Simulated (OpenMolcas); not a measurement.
## Cr: effect of the basis set

| Quantity | Value |
| --- | --- |
| Program | OpenMolcas 26.06 |
| Method | CASSCF |
| Active space | 6 electrons in 6 orbitals (3d 4s) |
| State averaging | 2S+1 = 7 even, 1 root; 2S+1 = 5 even, 23 roots kept (CI in the orbitals of an earlier block); 2S+1 = 3 even, 9 roots kept (CI in the orbitals of an earlier block) |
| Spin-orbit coupling | RASSI with atomic mean-field integrals over the reference wave functions, term energies averaged over their components |

A. ANO-R1 [5s3p3d1f], X2C, finite nucleus; cost about 40 core-seconds
B. ANO-R2 [6s4p4d2f], X2C, finite nucleus; cost about 40 core-seconds
C. ANO-RCC-VTZP [6s5p3d2f1g], DKH2, point nucleus; cost roughly 30 core-seconds
D. ANO-L-VTZP [6s5p3d2f1g], non-relativistic, point nucleus; cost of the order of 50 core-seconds
E. ANO-R3 [7s5p5d3f1g], X2C, finite nucleus; cost about 50 core-seconds
F. ANO-RCC-VQZP [7s6p4d3f2g1h], DKH2, point nucleus; cost about 40 core-seconds

Energies in cm⁻¹ above 3d⁵ 4s ⁷S₃, the measured ground level; measured values from NIST Handbook of Basic Atomic Spectroscopic Data.

| Level | A | B | C | D | E | F | Measured |
| --- | --- | --- | --- | --- | --- | --- | --- |
| 3d⁵ 4s ⁷S₃ | 0.0 | 0.0 | 0.0 | 0.0 | 0.0 | 0.0 | 0.0 |
| 3d⁵ 4s ⁵S₂ | 10987 | 11272 | 11284 | 10752 | 11259 | 11253 | 7593 |
| 3d⁴ 4s² ⁵D₀ | 23369 | 24570 | 24555 | 26712 | 24658 | 24653 | 7751 |
| 3d⁴ 4s² ⁵D₁ | 23418 | 24620 | 24605 | 26761 | 24707 | 24702 | 7811 |
| 3d⁴ 4s² ⁵D₂ | 23515 | 24718 | 24703 | 26860 | 24805 | 24800 | 7927 |
| 3d⁴ 4s² ⁵D₃ | 23661 | 24865 | 24851 | 27008 | 24952 | 24948 | 8095 |
| 3d⁴ 4s² ⁵D₄ | 23856 | 25061 | 25048 | 27206 | 25148 | 25145 | 8308 |
| 3d⁵ 4s ⁵G₄ | 27502 | 27247 | 27262 | 27349 | 27267 | 27263 | 20524 |
| 3d⁵ 4s ⁵G₅ | 27502 | 27247 | 27262 | 27349 | 27267 | 27263 | 20524 |
| 3d⁵ 4s ⁵G₃ | 27502 | 27247 | 27262 | 27349 | 27267 | 27263 | 20521 |
| 3d⁵ 4s ⁵G₂ | 27502 | 27247 | 27262 | 27349 | 27267 | 27263 | 20517 |
| 3d⁵ 4s ⁵G₆ | 27502 | 27247 | 27262 | 27349 | 27267 | 27263 | 20520 |

Deviations, from unrounded energies. A percentage is the sum of absolute deviations over the sum of measured energies, with the sign that they share, or ± where signs differ.

| Against measurement | Levels | A | B | C | D | E | F |
| --- | --- | --- | --- | --- | --- | --- | --- |
| mean absolute deviation (cm-1) | 11 | 11000 | 11000 | 11000 | 12000 | 11000 | 11000 |
| other terms of the ground configuration (%) | 6 | +34.8 | +33.9 | +33.9 | +33.8 | +33.9 | +33.9 |
| other configurations (%) | 5 | +195.3 | +210.4 | +210.2 | +237.3 | +211.5 | +211.5 |

A, B, C, E, F lie about equally close to measurement and D furthest from it. The largest miss of A in the table is 3d⁴ 4s² ⁵D₀, by +16000 cm-1. The ranking rests on the paired levels alone, and a cruder setting can come out closer through cancelling errors.

Among A to F the level of the table that moves most is 3d⁴ 4s² ⁵D₄, by 3400 cm-1 (lowest in A, highest in D).

Without dynamic correlation excited terms often stand tens of per cent too high (terms of higher spin than the ground term too low), and those without a measured partner can miss by more than the paired ones. Terms from blocks run as CI alone lack orbitals of their own. A single d shell beside an s shell can misplace configurations of different d count against each other. Computed and measured levels are paired by configuration, term and J; levels that our copy of the source lacks, or whose pairing is in doubt (as where it misses far off the trend of its configuration), stay unpaired and out of the deviations. Only configurations of the active space appear. The table leaves out levels that lie high or whose names do not pair safely across all columns.
